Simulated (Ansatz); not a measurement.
Relaxation of GaH$_{4}$NO (7 atoms, charge 0, multiplicity 1), to a largest force component of 0.03 eV/Å in at most 50 steps.

Computed with RKS B3LYP/def2-SVP (Ansatz 0.2.0).

```xyz
7
Properties=species:S:1:pos:R:3
Ga -0.285 -1.309 -0.721
O 1.061 0.526 1.206
H 0.881 0.021 2.013
H 1.710 -0.051 0.741
N -1.684 -0.089 -0.965
H -2.529 -0.230 -1.516
H -1.681 0.851 -0.569
```

Question: Where does it end, and by what steps?

Answer: The run converged. The force dipped under the threshold on the way, but the program's further checks kept it going. After 34 steps the energy has fallen by 0.178 eV; H3 moved furthest, 1.52 Å.

```csv
step,energy less start (eV),largest force component (eV/Å),accepted
0,0.0000,0.606,yes
2,-0.0288,0.629,yes
4,-0.0470,1.553,yes
6,-0.0912,0.391,yes
8,-0.0937,0.036,yes
10,-0.0944,0.059,yes
12,-0.0937,0.314,no
14,-0.0941,0.364,no
16,-0.0970,0.121,yes
18,-0.0977,0.402,yes
20,-0.1075,0.141,yes
22,-0.1121,0.288,yes
24,-0.1166,0.785,no
26,-0.1276,0.136,yes
28,-0.1382,0.779,yes
30,-0.1318,0.652,no
32,-0.1752,0.100,yes
34,-0.1779,0.022,yes
```

```xyz
7
Properties=species:S:1:pos:R:3
Ga 0.130 -1.092 -1.166
O 1.015 0.256 0.699
H 0.027 0.276 0.786
H 1.335 -0.295 1.428
N -1.340 -0.016 -0.429
H -2.292 -0.387 -0.460
H -1.402 0.978 -0.670
```

Whether the end is a true minimum wasn't checked by a vibrational analysis.

Time of the run: 95 s on 1 thread of AMD EPYC 7R43 64-Core Processor (Zen 3), on a shared host, peak memory 0.17 GiB.
